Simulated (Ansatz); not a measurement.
Cost and result for the atomization energy of C$_{2}$H$_{7}$FOSSn (`C[O][Sn]([CH3])([F])[SH]`) (13 atoms, 12 bonds).

```xyz
13

C     0.5760    1.9106    0.8658
O    -0.5449    1.0646    0.7267
Sn   -0.5230   -0.3998   -0.5622
C     0.7320   -2.0405   -0.0960
F     0.2612    0.4220   -2.1192
S    -2.8161   -0.8591   -0.9528
H     0.8791    2.3601   -0.0861
H     1.4416    1.3852    1.2910
H     0.3038    2.7155    1.5536
H     0.6754   -2.7716   -0.9015
H     1.7551   -1.6779   -0.0025
H     0.4068   -2.4921    0.8401
H    -3.1471    0.3831   -0.5569
```

Charge 0, multiplicity 1. Correlated methods include outer-core shells of Sn, which these sets cover unevenly. Sn: def2 effective core potential. The geometry is a stationary point of PBE0-D4/def2-TZVP. It is one conformer, not always the lowest. Program: Ansatz. All runs use 2 threads of an AMD EPYC 7R13 on a shared host and a share of an NVIDIA H100 80 GB. Times are those of one run each, without the atoms' runs, and a repeat can differ threefold. Electronic energies, without spin–orbit coupling; frozen cores. CCSD(T)/CBS adds CCSD(T) − MP2 in def2-TZVPP to the MP2 limit, and its time is that of the two runs behind it. T1 = 0.013. With those shells the extrapolation isn't a true limit. B3LYP takes the VWN-RPA correlation (the form of Gaussian; ORCA's B3LYP/G).

CCSD(T)/CBS is a level of theory with its own doubt, some kJ/mol a heavy atom from the limit and from the frozen cores, so smaller differences don't rank the functionals.

```json
{"level": "PBE-D4/def2-TZVPP (with forces)", "functions": "314", "wall time": "3.9 s", "atomization (kcal/mol)": "1114.4", "difference from CCSD(T)/CBS": "11.8", "per bond": "1.0"}
{"level": "PBE0-D4/def2-TZVPP", "functions": "314", "wall time": "6 s", "atomization (kcal/mol)": "1090.5", "difference from CCSD(T)/CBS": "-12.1", "per bond": "-1.0"}
{"level": "B3LYP-D4/def2-TZVPP (with forces)", "functions": "314", "wall time": "6 s", "atomization (kcal/mol)": "1089.6", "difference from CCSD(T)/CBS": "-13.0", "per bond": "-1.1"}
{"level": "MP2/def2-QZVPP", "functions": "590", "wall time": "6 s", "atomization (kcal/mol)": "1105.4", "difference from CCSD(T)/CBS": "2.8", "per bond": "0.2"}
{"level": "B2PLYP/def2-TZVPP", "functions": "314", "wall time": "6.5 s", "atomization (kcal/mol)": "1079.4", "difference from CCSD(T)/CBS": "-23.2", "per bond": "-1.9"}
{"level": "r2SCAN-D4/def2-TZVPP (with forces)", "functions": "314", "wall time": "6.5 s", "atomization (kcal/mol)": "1097.1", "difference from CCSD(T)/CBS": "-5.5", "per bond": "-0.5"}
{"level": "ωB97X-V/def2-TZVPP", "functions": "314", "wall time": "7.5 s", "atomization (kcal/mol)": "1099.9", "difference from CCSD(T)/CBS": "-2.7", "per bond": "-0.2"}
{"level": "CCSD(T)/def2-TZVPP", "functions": "314", "wall time": "8.5 s", "atomization (kcal/mol)": "1068.4", "difference from CCSD(T)/CBS": "-34.2", "per bond": "-2.9"}
{"level": "ωB97M-V/def2-TZVPP (with forces)", "functions": "314", "wall time": "11 s", "atomization (kcal/mol)": "1096.3", "difference from CCSD(T)/CBS": "-6.3", "per bond": "-0.5"}
{"level": "CCSD(T)/CBS(def2)", "functions": "–", "wall time": "15 s", "atomization (kcal/mol)": "1102.6", "difference from CCSD(T)/CBS": "0.0", "per bond": "0.0"}
```

In def2-TZVPP, CCSD(T) changes the Hartree–Fock value by +291.6 kcal/mol (the triples alone add +18.6 kcal/mol) and MP2 by +308.0 kcal/mol; breaking electron pairs costs correlation energy, which Hartree–Fock lacks. From PBE to PBE0 (25 % exact exchange), in def2-TZVPP and without D4, the atomization energy moves by −22.9 kcal/mol: exact exchange takes away binding that semilocal exchange gives to molecules. The D4 term adds +11.3 kcal/mol with B3LYP and +6.0 kcal/mol with PBE0; it sums over pairs of atoms, weighted by their polarisabilities, and B3LYP, whose exchange is more repulsive, gets the larger term.

Spin–orbit coupling would lower the free Sn atoms strongly, and the atomization energy with them, by more than many differences here. For some Ge, Se and Sn compounds the MP2-based and the directly extrapolated limit differ by 10 to 25 kJ/mol.
